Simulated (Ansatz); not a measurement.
Relaxation of Ti2N2 with RKS r2SCAN-D4/def2-SVP.

```sh
$ ansatz run in.yaml --threads 4 --pin off --events-out ev --progress --plain --max-ram 3916MiB
```

```yaml
crystal:
  periodic: [false, false, false]
  atoms:
    - {symbol: Ti, position_ang: [2.757900, -2.307000, -0.785100]}
    - {symbol: Ti, position_ang: [0.000000, 0.000000, 0.000000]}
    - {symbol: N, position_ang: [0.785700, -1.410900, -1.670700]}
    - {symbol: N, position_ang: [2.615600, 0.051900, -0.981900]}
basis:
  gaussian: {orbitals: def2-SVP}
hamiltonian: {xc: r2scan, dispersion: d4}
scf: {omitted_lower_state_checks: [starts]}
output: {orbitals: {seedname: orbitals}}
relax: {f_tol: 0.02, max_steps: 100}
```

It took 42 s on 4 threads of Arm Neoverse V2 on a shared host.

Positions (Å) and forces (eV/Å) at steps 1, 2, 3, 4, 5, 6, 7, 8, 9 of 9:

```xyz
4
step=1 energy=-49186.6238 eV
Ti    2.758   -2.307   -0.785   -3.833    5.961   -1.559
Ti    0.000    0.000    0.000    3.824   -2.645   -3.566
N     0.786   -1.411   -1.671    2.296    1.247    4.201
N     2.616    0.052   -0.982   -2.287   -4.563    0.924
4
step=2 energy=-49190.6755 eV
Ti    2.654   -2.146   -0.822   -4.318    7.623   -1.323
Ti    0.123   -0.072   -0.098    4.374   -3.632   -4.122
N     0.844   -1.379   -1.566    0.830    1.052    4.214
N     2.539   -0.068   -0.951   -0.886   -5.043    1.231
4
step=3 energy=-49194.3016 eV
Ti    2.548   -1.986   -0.835   -3.181    6.570   -0.854
Ti    0.269   -0.160   -0.191    4.694   -3.378   -4.026
N     0.837   -1.378   -1.504   -1.748   -0.065    2.872
N     2.505   -0.141   -0.908    0.235   -3.127    2.008
4
step=4 energy=-49196.7052 eV
Ti    2.471   -1.830   -0.852   -0.972    0.525   -0.345
Ti    0.410   -0.243   -0.296    3.326   -0.357   -1.265
N     0.768   -1.398   -1.447   -2.940   -2.432   -0.538
N     2.509   -0.195   -0.842    0.586    2.265    2.148
4
step=5 energy=-49198.2073 eV
Ti    2.436   -1.786   -0.956   -0.536   -0.979   -0.543
Ti    0.573   -0.193   -0.401    2.013    0.739   -0.071
N     0.701   -1.534   -1.393   -1.556   -2.470   -0.961
N     2.449   -0.153   -0.688    0.079    2.710    1.575
4
step=6 energy=-49198.5222 eV
Ti    2.383   -1.781   -1.068    0.687   -0.960   -0.279
Ti    0.734   -0.117   -0.479   -4.180    0.325    0.265
N     0.657   -1.703   -1.360    0.601    0.817    0.373
N     2.385   -0.065   -0.530    2.892   -0.182   -0.359
4
step=7 energy=-49198.7570 eV
Ti    2.414   -1.779   -1.087   -0.087    0.094   -0.033
Ti    0.657   -0.110   -0.502    0.062   -0.036   -0.074
N     0.661   -1.678   -1.325    0.203    0.134    0.137
N     2.427   -0.099   -0.523   -0.177   -0.192   -0.031
4
step=8 energy=-49198.7644 eV
Ti    2.421   -1.759   -1.140    0.061   -0.056   -0.025
Ti    0.657   -0.085   -0.554   -0.063    0.062    0.016
N     0.660   -1.698   -1.272    0.075    0.063    0.038
N     2.421   -0.124   -0.472   -0.073   -0.069   -0.029
4
step=9 energy=-49198.7652 eV
Ti    2.424   -1.757   -1.149   -0.004    0.005   -0.001
Ti    0.655   -0.079   -0.561    0.004   -0.002   -0.004
N     0.663   -1.699   -1.262    0.008    0.006    0.006
N     2.417   -0.130   -0.465   -0.008   -0.008   -0.001
```

The restricted singlet is unstable towards broken spin symmetry at other levels; at r2SCAN-D4/def2-SVP this wasn't settled. At r2SCAN-D4/def2-SVP a triplet of charge 0 lies 0.44 eV below the restricted singlet, each at its own geometry. The structure comes from a short search, and lower isomers may exist.
